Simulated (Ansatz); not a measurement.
The same redistribution along the group Sc, Y.

Calculated with Ansatz (gas phase, PBE0-D4/def2-TZVP geometries, no zero-point term in ΔE). CCSD(T)/CBS adds triple-zeta CCSD(T) − MP2 to the extrapolated MP2 energy (def2 sets, frozen cores). DFT in def2-TZVPP. def2 core potentials past Kr. For Ge, Sc, Y outer-core shells are correlated without core-valence functions, which leaves a few kJ/mol of doubt a bond. Scalar relativity is left out up to krypton. One conformer a species, not always the lowest.

```csv
reaction,CCSD(T)/CBS(def2) (kJ/mol)
`[OH][Sc]([OH])[OH]` + `[NH2][GeH2][Cl]` → `[OH][Sc]([OH])[Cl]` + `[NH2][GeH2][OH]`,?
`[OH][Y]([OH])[OH]` + `[NH2][GeH2][Cl]` → `[OH][Y]([OH])[Cl]` + `[NH2][GeH2][OH]`,-11
```

Problem. Fill in the missing values. (An estimate is asked.)

Solution. Ansatz gave: `[OH][Sc]([OH])[OH]` + `[NH2][GeH2][Cl]` → `[OH][Sc]([OH])[Cl]` + `[NH2][GeH2][OH]`: +1.7 kJ/mol.

Largest T1 diagnostic: 0.016, for `[OH][Sc]([OH])[OH]`.
